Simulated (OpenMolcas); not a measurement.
# Mn4+: ligand-field states by method

Mn4+ with 6 ligands (chloride) in octahedral coordination (Oh) at 2.29 Å. A charge of +0.333 e stands 2.6 Å behind each ligand. Ligand basis ANO-RCC-VDZP.

| Item | Value |
| --- | --- |
| Program | OpenMolcas |
| Basis | ANO-RCC-VDZP [5s4p2d1f] |
| Scalar Hamiltonian | DKH2, point nucleus |
| Active space | 3 electrons in 5 orbitals (3d) |
| State averaging | 2S+1 = 4 even, 10 roots; 2S+1 = 2 even, 40 roots |
| Spin-orbit coupling | state interaction with AMFI integrals over the reference wave functions |

I. CASSCF
II. SS-CASPT2, IPEA 0.25 Eh, imaginary shift 0.1 Eh (closed shells correlated: 3s 3p and the ligand valence shells)

Spin-free states (labels of O, the rotations of Oh) in cm-1, each column counted from its own energy of the first state listed:

```tsv
State	Degeneracy	I	II
4A2	1	0	0
4T2	3	16106	26720
2E	2	20807	12340
2S+1 = 2	3	21702	12790
4T1	3	24522	32080
```

From I to II, I's first state of the same spin (4T2) moves from 16106 to 26720 cm-1, by about +11000 cm-1.

From I to II, I's first state of another spin (2E) moves from 20807 to 12340 cm-1, by about -8500 cm-1.

χT at 300 K: I 1.84, II 1.85 cm3 K/mol.

Roots that are degenerate in the reference are averaged as groups; the widest CASPT2 spread within a group is 740 cm-1 (the 2-fold group of multiplicity 2 near 37200 cm-1 above the lowest state of its run, II). Shifts and gaps below about the spread of the groups concerned are not significant. Over all roots computed the reference weight is 0.58 to 0.61 in II; a low but even weight reflects the number of correlated electrons. The least metal-like active orbital is 68 % on the metal (Löwdin) and no ligand orbital is active, so the numbers are rough. Ligand-to-metal charge-transfer states are missing. With no ligand orbital active B as a rule stays too high, so bands that hang on it stand too high and its fall with covalency is understated. Without dynamic correlation the repulsion within the d shell is too large (B by tens of per cent), so at a given field states of lower spin stand too high (holds for I). With metal d orbitals alone and no dynamic correlation the field as a rule comes out too small, by tens of per cent, by up to half for chloride and softer ligands (holds for I). These CASPT2 states fit no ligand-field parameters well, so their order and spin gaps are uncertain (holds for II). With one d shell and no ligand orbital active, 10Dq can be off by a tenth or more (holds for II). No measured value stands beside these numbers; the geometry is a model, was not optimised and need not be the one that this ion takes.
